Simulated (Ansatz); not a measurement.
The same path of a periodic cell of 13 atoms, Tl₁₂Au (surface Tl(0001), adsorbate Au) was run twice with different band settings. Lost on the way: Tl6–Tl12, Tl8–Tl12, Tl12–Au13. Made: Tl6–Tl10, Tl8–Tl10, Tl10–Au13.

Theory: DFT PBE-D3(BJ), scalar-relativistic, plane waves, PAW (Ansatz 0.2.0). Settings: cutoff 420 eV, k mesh 4x4x1, gaussian smearing 0.05 eV, no spin polarisation.

Relaxed end points:

```xyz
13
Lattice="6.9200 0.0000 0.0000 3.4600 5.9929 0.0000 0.0000 0.0000 16.5325" Properties=species:S:1:pos:R:3
Tl 0.000 0.000 1.000
Tl 3.460 0.000 1.000
Tl 1.730 2.996 1.000
Tl 5.190 2.996 1.000
Tl 0.003 1.989 3.658
Tl 3.448 1.942 3.993
Tl 1.652 5.030 4.050
Tl 5.215 5.025 3.997
Tl 0.039 0.069 6.635
Tl 3.510 -0.039 7.754
Tl 1.672 2.889 6.617
Tl 5.335 2.903 6.562
Au 3.533 3.920 8.526
```

```xyz
13
Lattice="6.9200 0.0000 0.0000 3.4600 5.9929 0.0000 0.0000 0.0000 16.5325" Properties=species:S:1:pos:R:3
Tl 0.000 0.000 1.000
Tl 3.460 0.000 1.000
Tl 1.730 2.996 1.000
Tl 5.190 2.996 1.000
Tl -0.078 2.034 4.050
Tl 3.485 2.029 3.997
Tl 1.733 4.985 3.658
Tl 5.178 4.939 3.993
Tl -0.058 -0.108 6.617
Tl 3.605 -0.093 6.562
Tl 1.769 3.066 6.635
Tl 5.240 2.957 7.754
Au 5.263 6.917 8.526
```

Common settings: climbing image yes; spring 5.0 eV/Å²; force threshold 0.05 eV/Å; end points relaxed; atoms held 1 to 4.

| run | movable images | optimiser | start path | iteration limit | largest step |
| --- | --- | --- | --- | --- | --- |
| 1 | 5 | quadratic models (default) | straight line | 51 | default |
| 2 | 3 | fire | default | 50 | 1.0 Å |

(1) What does each run give, and how far can it be trusted?

Results:

(1) Run 1: converged after 9 iterations, highest image 0.084 eV above the first end. By the program's own check the climbing image is of a kind that is not told: the force calls were inconclusive, a negative curvature could not be distinguished from the path's own, the only one lies far off the path, or fixed occupations may fill a level only in part (lowest curvatures found: -0.11 and -0.04 eV/Å²).
Run 2: converged after 28 iterations, highest image 0.092 eV above the first end. The order of the stationary point at the top wasn't checked.
Limits of this set-up: coarse k mesh, thin slab, slab without dipole correction.
